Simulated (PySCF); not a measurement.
ZnBr, SMILES [Zn+][Br], charge +1. Atoms are numbered in the order given.

```xyz
2

Zn     0.0000     0.0000    -1.1805
Br     0.0000     0.0000     1.0119
```
Charge +1, spin multiplicity 1.

Geometry: PBE0-D3(BJ)/def2-TZVP. The spin state was assumed, not searched.

Vertical ionisation energy (IE) and electron affinity (EA) in eV. Rows of orbital energies are one-electron estimates. Where ΔSCF, EOM or ADC give a negative EA the extra electron is unbound and the value depends on the basis.

```
level                                             IE     EA
---------------------------------------------  -----  -----
−ε(HOMO), −ε(LUMO), M06-2X/def2-TZVPD (PySCF)  15.41  10.12
−ε(HOMO), −ε(LUMO), B3LYP/def2-TZVPD (PySCF)   14.08  11.18
```
